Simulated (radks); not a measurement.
Dipole-allowed excitations along the series with 28 electrons in [Ar] 3d10. Method: scalar-relativistic Kohn-Sham, exchange-only LDA, spin-unpolarised, spherical densities, finite nucleus; Fermi nuclear charge, rms radius of each element as measured or else 0.836 A^(1/3) + 0.57 fm; computed with a radial shooting solver on a logarithmic mesh with Libxc functionals. Time-dependent linear response with the Hartree and adiabatic exchange-only LDA kernel, continuum included through the Sternheimer equations, no spin-orbit coupling, so fine structure and intercombination lines are absent. Lines are the poles of the dipole polarisability below minus the highest occupied eigenvalue, found on a grid refined at the orbital gaps; the lowest seven at most are given, and weak or close lines can be missed. The first line takes the name of the lowest orbital gap if no other gap lies below it; otherwise a line is named after a gap within 0.6 % of it, if that gap stands alone.

species  -e(HOMO) (eV)  lowest orbital gap (eV)  first line (eV)      f  strongest line (eV)  its f  static alpha (bohr^3)
Rb9+            255.70             3d-4p 118.45   119.89 (3d-4p)  0.528  182.71 (unassigned)   1.15                 0.1659
Sr10+           301.39             3d-4p 139.01   140.67 (3d-4p)  0.533  211.41 (unassigned)   1.92                 0.1311
Zr12+           402.28             3d-4p 184.18   186.12 (3d-4p)  0.515  272.87 (unassigned)   2.54                0.08610
Nb13+           457.45             3d-4p 208.77   210.84 (3d-4p)  0.507  305.66 (unassigned)   2.83                0.07123
Mo14+           515.74             3d-4p 234.69   236.90 (3d-4p)  0.499  339.81 (unassigned)   3.11                0.05957
